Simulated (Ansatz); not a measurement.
CH7BO3Si can be A, `OB(O)OC[SiH3]`, or B, `COB(O)O[SiH3]`.

Computed with Ansatz on PBE0-D4/def2-TZVP structures; ΔE is electronic, products minus reactants. CCSD(T)/CBS adds triple-zeta CCSD(T) − MP2 to the extrapolated MP2 energy (def2 sets, frozen cores). DFT in def2-TZVPP. One conformer a species, not always the lowest.

(1) Which isomer does CCSD(T)/CBS put lower? Give the gap. (Best estimate.)

(2) Give E(B) − E(A) in kcal/mol with PBE-D4, PBE0-D4, ωB97M-V, r2SCAN-D4, CCSD(T)/def2-TZVPP, CCSD/def2-TZVPP, MP2/def2-TZVPP. (Best estimate.)

Largest T1 diagnostic: 0.012.

## Answers

(1) The calculation gave: B, by 26.1 kcal/mol.

(2) Ansatz gave: PBE-D4 -22.5, PBE0-D4 -23.9, ωB97M-V -25.4, r2SCAN-D4 -25.6, CCSD(T)/def2-TZVPP -26.0, CCSD/def2-TZVPP -26.6, MP2/def2-TZVPP -26.6. None reverses the order clearly.

In def2-TZVPP, CCSD(T) changes the Hartree–Fock value by +4.6 kcal/mol (the triples alone add +0.6 kcal/mol) and MP2 by +4.0 kcal/mol. From PBE to PBE0 (25 % exact exchange), in def2-TZVPP and without D4, E(B) − E(A) moves by −1.4 kcal/mol.
